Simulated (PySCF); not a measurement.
Tin: a sound run and one with changed settings

Sound run: Sn⁺ [Kr] 4d10 5s2 5p1, Sn²⁺ [Kr] 4d10 5s2. All numbers are calculated (PySCF 2.14, a scalar-relativistic core potential, in aug-cc-pVDZ-PP with ECP28MDF (5s4p3d, 32 functions)). In the sound run the correlated levels freeze 4s2 4p6 4d10 outside the core potential. The sound run starts from symmetry-adapted Hartree-Fock orbitals and uses a fine grid where one is needed.

Changed run: a valence shell is frozen. This setting is unsound on purpose.

Ionisation energy of Sn⁺:

```json
{"method": "UHF", "sound run (eV)": "13.720", "changed run (eV)": "13.720"}
{"method": "MP2", "sound run (eV)": "13.853", "changed run (eV)": "13.720"}
{"method": "SCS-MP2", "sound run (eV)": "13.835", "changed run (eV)": "13.720"}
{"method": "CCSD", "sound run (eV)": "13.922", "changed run (eV)": "13.720"}
{"method": "CCSD(T)", "sound run (eV)": "13.932", "changed run (eV)": "13.720"}
{"method": "CCSDT", "sound run (eV)": "n/a", "changed run (eV)": "13.720"}
{"method": "FCI", "sound run (eV)": "n/a", "changed run (eV)": "13.720"}
```

Freezing a valence shell removes pair correlation that changes on ionisation.

For comparison, NIST gives 14.633 eV between the lowest levels.
